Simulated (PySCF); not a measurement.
C3H7F3O2Si2: full NMR table

```
Formula                               : C3H7F3O2Si2
SMILES                                : O[SiH](O)[C@@H]1C[Si@@H]1C(F)(F)F
InChI                                 : InChI=1S/C3H7F3O2Si2/c4-3(5,6)9-1-2(9)10(7)8/h2,7-10H,1H2/t2-,9+/m1/s1
Point group of the computed structure : C1
Degrees of unsaturation               : 1
Carbon signals                        : 3
Proton signals                        : 7
```

Bonds (- single, = double, # triple, : aromatic): O1-Si2, Si2-O3, Si2-C4, C4-C5, C5-Si6, Si6-C7, C7-F8, C7-F9, C7-F10, Si6-C4. O1 carries H11; Si2 carries H12; O3 carries H13; C4 carries H14; C5 carries H15, H16; Si6 carries H17. Stereochemistry as in O[SiH](O)[C@@H]1C[Si@@H]1C(F)(F)F. H16 is cis to Si2 on the ring; H15 is trans to Si2 on the ring.

- geometry: GFN2-xTB
- PBE0/pcSseg-1 with gauge-including orbitals
- run in PySCF 2.14
- non-relativistic Hamiltonian, a single conformation, equivalent nuclei averaged, gas phase

References, each an isolated molecule treated in the same way: ¹H (σ = 31.72 ppm) and ¹³C (σ = 186.93 ppm) and ²⁹Si (σ = 349.16 ppm) against TMS; CFCl3 for ¹⁹F (σ = 170.95 ppm); H2O for ¹⁷O (σ = 336.08 ppm).

```tsv
carbon	δC, type	δH (multiplicity)	HMBC from (2–3 bonds)	span of the C tensor (ppm)
C4	3.5, CH	0.15 (m)	H12, H17, H16, H15	52
C5	0.3, CH2	H15 0.99 (m); H16 1.41 (m)	H12, H17, H14	43
C7	140.8, C	–	H17, H16, H15, H14	19
```

Other nuclei:
| atoms | nucleus | environment | δ (ppm) | σ (ppm) |
| --- | --- | --- | --- | --- |
| H12 | ¹H | hydrogen on a silicon bonded to C, 2 O | 5.18 | 26.54 |
| H17 | ¹H | hydrogen on a silicon bonded to 3 C, in a 3-membered ring | 3.64 | 28.08 |
| H11 | ¹H | hydrogen on an oxygen bonded to Si | 2.16 | 29.56 |
| H13 | ¹H | hydrogen on an oxygen bonded to Si | 1.64 | 30.08 |
| F8/F9/F10 | ¹⁹F | fluorine of a CF3 group | -67.2 | 238.1 |
| Si2 | ²⁹Si | silicon bonded to C, 2 O, H | -29.8 | 378.9 |
| Si6 | ²⁹Si | silicon bonded to 3 C, H, in a 3-membered ring | -114.5 | 463.7 |
| O3 | ¹⁷O | oxygen bonded to Si, H | 56.7 | 279.4 |
| O1 | ¹⁷O | oxygen bonded to Si, H | 42.0 | 294.0 |

Carbon types of the structure: 1 × C, 1 × CH, 1 × CH2, leaving 4 H on heteroatoms. δC 140.8: CF3 carbon; 3 electronegative neighbours deshield it. δC 3.5, 0.3: three-membered-ring carbon; carbons of three-membered rings are unusually shielded. δH 5.18: hydrogen on a silicon bonded to C, 2 O. δH 2.16, 1.64: hydrogen on an oxygen bonded to Si; exchangeable; this is the value without hydrogen bonding to other molecules. δH 1.41, 0.99, 0.15: hydrogen on a three-membered-ring carbon; cyclopropane-type protons are shielded by the ring.

OH and NH positions are those of a molecule without intermolecular hydrogen bonds; in solution they move with solvent, concentration and temperature, and exchange usually removes their couplings. Splittings by ¹⁹F in the carbon and heteronuclear signals aren't shown, as no couplings were computed. Shifts are as computed. Against solution values, carbons near 30 ppm lie about +3 ppm off and those near 130 ppm about +5 ppm. Of 1309 compounds with measured shifts, 239 miss one by over three times the rms of a fit or turn the order of signals round; such compounds aren't used in these exercises. Unscaled 19F shifts against computed CFCl3 carry errors that often reach 10 to 50 ppm. Experimental scales use liquid or dissolved standards, which lie at an offset from isolated H2O (liquid H2O: subtract about 36 ppm). No couplings were computed; multiplicities are counted from neighbouring protons, with m where these are inequivalent, close in shift, in a saturated or five-membered ring or joined by F or P, and br s for small geminal =CH2 splittings.
